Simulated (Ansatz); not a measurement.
The first iterations of a band of CH$_{5}$PSSi (9 atoms, charge 0, multiplicity 1).

Level of theory: Ansatz, RKS PBE/def2-SVP.

```
movable images  : 7
climbing image  : from the first iteration
spring          : 5.0 eV/Å²
optimiser       : lbfgs
start path      : through a guess of the saddle point
force threshold : 0.05 eV/Å
iteration limit : 60
end points      : relaxed
```

Initial state:

```xyz
9
Properties=species:S:1:pos:R:3
P -1.715 1.121 0.554
Si -0.219 -0.568 0.317
C 1.566 -0.155 -0.037
S 0.764 -1.013 -1.517
H -2.769 0.388 -0.104
H -1.276 1.741 -0.670
H -0.498 -1.705 1.254
H 1.858 0.892 -0.240
H 2.377 -0.746 0.425
```

Final state:

```xyz
9
Properties=species:S:1:pos:R:3
P -1.543 1.285 -0.357
Si -0.172 -0.439 0.176
C 1.654 -0.204 -0.139
S 0.887 -1.335 -1.434
H -2.671 0.411 -0.565
H -1.906 1.518 1.022
H -0.570 -1.324 1.321
H 2.020 0.753 -0.553
H 2.389 -0.710 0.512
```

| iteration | highest image above the first end (eV) | largest band force component (eV/Å) |
| --- | --- | --- |
| 1 | 4.203 | 17.202 |
| 2 | 2.414 | 2.930 |
| 3 | 2.206 | 1.352 |
| 4 | 1.852 | 1.227 |
| 5 | 1.503 | 1.483 |
| 6 | 1.444 | 1.038 |
| 7 | 1.344 | 1.094 |
| 8 | 1.317 | 0.642 |
| 9 | 1.273 | 0.577 |
| 10 | 1.200 | 0.942 |
| 11 | 1.184 | 0.524 |
| 12 | 1.171 | 0.374 |
| 13 | 1.153 | 0.460 |

**Question.** Does the band converge within its limit, and where does its top end?

**Answer.** The run converged. It ended after 40 iterations with the highest image 1.075 eV above the first end. The order of the stationary point at the top wasn't checked.

Time of the run: 13 min on 1 thread of Arm Neoverse V1, on a shared host, peak memory 0.13 GiB.
